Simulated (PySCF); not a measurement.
## Molecular orbitals of KN⁺

LC-ωPBE at R = 3.151 Å; K 6-31G(d,p), N 6-31G(d,p); no relativity (PySCF 2.14). State: ⁴Σ⁻ (quartet), unpaired electrons σ ↑, π ↑↑. Only the outer orbitals are listed, counted within each symmetry.

```
spin  orbital  occ.  ε (eV)  on K (%)         main shells (%)
   α       5σ     1  -47.48       100                 100 K s
   α       6σ     1  -30.45        18          82 N s, 18 K p
   α       2π     1  -30.05       100                 100 K p
   α       2π     1  -30.05       100                 100 K p
   α       7σ     1  -29.97        82          82 K p, 18 N s
   α       8σ     1  -17.86         2                  98 N p
   α       3π     1  -17.72         1                  99 N p
   α       3π     1  -17.72         1                  99 N p
   α       9σ     0   -3.94       100                  97 K s
   α       4π     0   -2.56       100                 100 K p
   α       4π     0   -2.56       100                 100 K p
   β       5σ     1  -47.48       100                 100 K s
   β       2π     1  -30.05       100                 100 K p
   β       2π     1  -30.05       100                 100 K p
   β       6σ     1  -30.05       100                 100 K p
   β       7σ     1  -24.60         1                  98 N s
   β       8σ     0   -4.58        42          58 N p, 38 K s
   β       3π     0   -4.09        20  80 N p, 10 K p, 10 K d
   β       3π     0   -4.09        20  80 N p, 10 K p, 10 K d
```

Question: Which are the highest filled and the lowest empty level, where do they sit, and how wide is the gap?

Answer: Highest filled α 3π at -17.72 eV (in %: 99 N p); lowest empty β 8σ at -4.58 eV (in %: 58 N p, 38 K s); the gap at LC-ωPBE is 13.14 eV.

```json
{
 "bond order (Mayer)": "0.09",
 "⟨S²⟩": "3.751",
 "charge on K (Mulliken, basis-dependent)": "0.95",
 "charge on K (Löwdin, basis-dependent)": "0.81",
 "dipole moment (positive dipole points towards N; it is taken about the centre of mass and depends on that origin)": "-3.52 D"
}
```

The state was picked by a PBE0 search and need not be the measured ground state.
